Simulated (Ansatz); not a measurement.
H₅N₂OSb, SMILES `[NH2][Sb]([NH2])[OH]`. Charge 0, multiplicity 1. Sb takes the def2 core potential.

```csv
atom,x (Å),y (Å),z (Å)
N1,0.2144,1.6098,0.5098
Sb2,0.9414,-0.2222,0.1692
N3,-0.2216,-0.4022,-1.4709
O4,-0.3519,-1.3859,1.1090
H5,-0.7840,1.6835,0.3579
H6,0.4829,2.0703,1.3681
H7,0.2353,-0.1508,-2.3383
H8,-0.5695,-1.3507,-1.5493
H9,0.0529,-1.8517,1.8446
```

Problem. What are the harmonic wavenumbers in cm⁻¹ at PBE0-D4/def2-TZVP (Ansatz, finite differences of forces, unscaled)? (Estimate.)

Solution. The calculation gave: 79, 164, 195, 232, 252, 347, 482, 562, 594, 641, 651, 824, 848, 898, 1540, 1556, 3536, 3540, 3639, 3658, 3890.

Problem. Is this a minimum?

Solution. Yes, all 21 modes are real.

Problem. Give the ideal-gas thermochemistry at 298.15 K and 1 bar (rigid rotor, harmonic oscillator; point group C1, symmetry number 1).

Solution. Zero-point energy 168.2 kJ/mol; H(298) − E = 189.7 kJ/mol; entropy 350.2 J/(mol·K), of which translation 173.0, rotation 109.0, vibration 68.3; G(298) − E = 85.2 kJ/mol. Modes under 100 cm⁻¹ are hindered rotations or soft bends, so the harmonic entropy is rough.

Problem. Rotational constants (cm⁻¹)?

Solution. 0.1552, 0.1351, 0.1111.
